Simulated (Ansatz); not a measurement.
CH4FGaGe. Charge 0, multiplicity 1. Correlated methods include outer-core shells of Ga, Ge, which these sets cover unevenly. Scalar relativity is left out up to krypton. The bonds changed during the relaxation, so this is another structure than the one it started from.

Z-matrix (Å, degrees):
```
C
Ge 1 2.074
F 1 1.388 2 108.0
H 1 1.108 2 122.4 3 124.1
H 1 1.095 2 106.0 3 -116.1
Ga 2 2.776 1 68.4 3 -106.0
H 2 1.676 1 90.6 3 -66.0
H 2 1.678 1 90.1 3 -148.1
```

Task: Give the diagnostics of a CCSD(T)/def2-TZVPP run (frozen core, the Gaussian-basis code of Ansatz). (Estimate.)

Result: Ansatz gave: T1 = 0.0142, largest single amplitude 0.034, largest double 0.045, (T) share of the correlation energy 3.9 %, 10 CCSD cycles. The RHF solution is stable towards an unrestricted one. T1 lies under the customary mark of 0.02 for closed shells.
